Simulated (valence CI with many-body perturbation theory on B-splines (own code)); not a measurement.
# E1 transitions of V18+

Computed by configuration interaction combined with many-body perturbation theory (CI+MBPT): three valence electrons over a frozen Dirac-Fock core [He], radial functions for each j: 11 s, 11 p, 10 d, 8 f, 5 g, 2 h, with the one-electron correlation potential Σ1, the two-electron term Σ2, the three-electron term Σ3, Breit, model QED; selected CI, second order for the rest, scaled by the run's own slope (own B-spline code, finite nucleus).

No measured levels were compared; by estimate levels of excited configurations hold to 0.05 to 0.15 % of their energy, terms of the ground configuration to about 0.5 %.

Lines 1 to 50 of 587 in falling wavelength, among levels below 1126.0 eV, chosen from the strongest by gf and those to the six lowest levels. Wavelengths and rates use the calculated energies, so an error of 600 cm⁻¹ moves a line at 432.2 nm by 2.6 % and its rate by three times that or more. Electric multipoles are in the length gauge, E1 and E2 with the static RPA response of the core. Weak lines are less certain than strong ones. Lines between different terms over intervals too small for the method are left out, as are lines whose strength nearly cancels. Where a level lies close to another of its J and parity, the split of strength between their lines is uncertain. The highest levels of a list are the least certain.

Names give the largest LS component (configuration and term), which can be under half, so a name can repeat, a term be missing and a line seem to break the LS rules; names also repeat where a configuration has a term twice. Letters in brackets count levels of one name in rising energy.

| λ vac (nm) | Upper | Lower | A (s⁻¹) | S (a.u.) |
| --- | --- | --- | --- | --- |
| 432.2 | 2s.2p.4f 2F_7/2 [b] | 2s.2p.4d 2D°_5/2 [b] | 6.54e+06 | 2.08e+00 |
| 344.6 | 2s.2p.4f 4F_7/2 [b] | 2s.2p.4d 4D°_5/2 | 9.34e+06 | 1.51e+00 |
| 321.1 | 2s2.4f 2F°_7/2 | 2s2.4d 2D_5/2 | 1.83e+07 | 2.39e+00 |
| 318.6 | 2s.2p.4f 4F_7/2 [a] | 2s.2p.4d 4F°_5/2 | 1.48e+07 | 1.89e+00 |
| 311.5 | 2s.2p.4f 4F_9/2 [b] | 2s.2p.4d 4D°_7/2 | 1.54e+07 | 2.30e+00 |
| 308.3 | 2s2.4f 2F°_5/2 | 2s2.4d 2D_3/2 | 1.93e+07 | 1.68e+00 |
| 307.8 | 2s.2p.4f 2G_7/2 [b] | 2s.2p.4d 2F°_5/2 [b] | 1.95e+07 | 2.24e+00 |
| 306.3 | 2s.2p.4f 4F_9/2 [a] | 2s.2p.4d 4F°_7/2 | 2.02e+07 | 2.86e+00 |
| 299.2 | 2s.2p.4f 2G_9/2 [b] | 2s.2p.4d 2F°_7/2 [b] | 2.25e+07 | 2.98e+00 |
| 292.2 | 2s.2p.4f 4G_7/2 | 2s.2p.4d 4P°_5/2 | 1.33e+07 | 1.31e+00 |
| 265.2 | 2s.2p.4f 4G_5/2 | 2s.2p.4d 4F°_3/2 | 2.65e+07 | 1.46e+00 |
| 233.7 | 2s.2p.4f 4G_11/2 | 2s.2p.4d 4F°_9/2 | 4.82e+07 | 3.65e+00 |
| 209.7 | 2s.2p.4d 4F°_9/2 | 2s.2p.4p 4D_7/2 | 1.01e+08 | 4.58e+00 |
| 201.8 | 2s.2p.4d 4F°_7/2 | 2s.2p.4p 4D_5/2 | 1.12e+08 | 3.64e+00 |
| 200.1 | 2s.2p.4d 4D°_7/2 | 2s.2p.4p 4P_5/2 | 6.99e+07 | 2.21e+00 |
| 193.8 | 2s.2p.4d 4F°_5/2 | 2s.2p.4p 4D_3/2 | 1.20e+08 | 2.58e+00 |
| 193.1 | 2s.2p.4d 2D°_5/2 [b] | 2s.2p.4p 2P_3/2 [b] | 1.01e+08 | 2.15e+00 |
| 192.3 | 2s.2p.4d 2F°_7/2 [b] | 2s.2p.4p 2D_5/2 [b] | 1.27e+08 | 3.57e+00 |
| 188.0 | 2s.2p.4d 4D°_5/2 | 2s.2p.4p 4P_5/2 | 7.14e+07 | 1.40e+00 |
| 184.6 | 2s2.4d 2D_5/2 | 2s2.4p 2P°_3/2 | 1.46e+08 | 2.71e+00 |
| 182.7 | 2s.2p.4p 4S_3/2 | 2s.2p.4s 2P°_3/2 [a] | 6.82e+07 | 8.20e-01 |
| 181.8 | 2s.2p.4d 4D°_7/2 | 2s.2p.4p 4D_7/2 | 5.30e+07 | 1.26e+00 |
| 178.4 | 2s.2p.4d 2P°_3/2 [b] | 2s.2p.4p 2S_1/2 [b] | 1.03e+08 | 1.16e+00 |
| 177.6 | 2s.2p.4d 4D°_5/2 | 2s.2p.4p 4P_3/2 | 5.21e+07 | 8.65e-01 |
| 177.0 | 2s.2p.4d 2D°_3/2 [b] | 2s.2p.4p 2P_1/2 [b] | 9.19e+07 | 1.00e+00 |
| 176.7 | 2s.2p.4d 4F°_3/2 | 2s.2p.4p 4D_1/2 | 1.31e+08 | 1.43e+00 |
| 175.4 | 2s.2p.4p 4D_1/2 | 2s.2p.4s 4P°_1/2 | 1.49e+08 | 7.96e-01 |
| 175.0 | 2s.2p.4d 2F°_5/2 [b] | 2s.2p.4p 2D_3/2 [b] | 1.45e+08 | 2.30e+00 |
| 173.9 | 2s.2p.4d 4P°_5/2 | 2s.2p.4p 2P_3/2 [a] | 1.31e+08 | 2.04e+00 |
| 172.8 | 2s.2p.4d 2P°_1/2 [a] | 2s.2p.4p 2S_1/2 [a] | 1.44e+08 | 7.33e-01 |
| 170.4 | 2s.2p.4d 2F°_5/2 [a] | 2s.2p.4p 2D_3/2 [a] | 1.71e+08 | 2.50e+00 |
| 167.5 | 2s.2p.4d 2D°_5/2 [a] | 2s.2p.4p 4S_3/2 | 9.67e+07 | 1.35e+00 |
| 167.1 | 2s2.4d 2D_3/2 | 2s2.4p 2P°_1/2 | 1.63e+08 | 1.50e+00 |
| 165.4 | 2s.2p.4p 2P_3/2 [a] | 2s.2p.4s 4P°_3/2 | 1.06e+08 | 9.43e-01 |
| 165.4 | 2s.2p.4p 2D_3/2 [b] | 2s.2p.4s 2P°_3/2 [b] | 9.20e+07 | 8.22e-01 |
| 162.4 | 2s.2p.4p 2D_3/2 [b] | 2s.2p.4s 2P°_1/2 [b] | 1.08e+08 | 9.10e-01 |
| 160.4 | 2s.2p.4d 2F°_7/2 [a] | 2s.2p.4p 2D_5/2 [a] | 2.03e+08 | 3.31e+00 |
| 158.4 | 2s2.4p 2P°_1/2 | 2s2.4s 2S_1/2 | 2.24e+08 | 8.76e-01 |
| 157.1 | 2s.2p.4d 2D°_3/2 [a] | 2s.2p.4p 2P_1/2 [a] | 1.02e+08 | 7.81e-01 |
| 153.8 | 2s.2p.4p 2D_3/2 [a] | 2s.2p.4s 2P°_1/2 [a] | 1.86e+08 | 1.33e+00 |
| 152.4 | 2s.2p.4p 2D_5/2 [b] | 2s.2p.4s 2P°_3/2 [b] | 2.45e+08 | 2.57e+00 |
| 151.0 | 2s.2p.4p 4D_7/2 | 2s.2p.4s 4P°_5/2 | 2.58e+08 | 3.50e+00 |
| 146.7 | 2s.2p.4p 4P_3/2 | 2s.2p.4s 4P°_5/2 | 1.44e+08 | 8.98e-01 |
| 146.6 | 2s.2p.4p 2D_5/2 [a] | 2s.2p.4s 2P°_3/2 [a] | 2.47e+08 | 2.30e+00 |
| 143.2 | 2s.2p.4p 4D_3/2 | 2s.2p.4s 4P°_1/2 | 2.44e+08 | 1.41e+00 |
| 142.8 | 2s.2p.4p 4D_5/2 | 2s.2p.4s 4P°_3/2 | 3.08e+08 | 2.66e+00 |
| 142.6 | 2s.2p.4p 2P_3/2 [b] | 2s.2p.4s 2P°_3/2 [b] | 1.69e+08 | 9.69e-01 |
| 140.6 | 2s2.4p 2P°_3/2 | 2s2.4s 2S_1/2 | 3.21e+08 | 1.76e+00 |
| 140.4 | 2s.2p.4p 2P_3/2 [b] | 2s.2p.4s 2P°_1/2 [b] | 1.50e+08 | 8.22e-01 |
| 140.3 | 2s.2p.4p 4P_5/2 | 2s.2p.4s 4P°_5/2 | 2.90e+08 | 2.37e+00 |
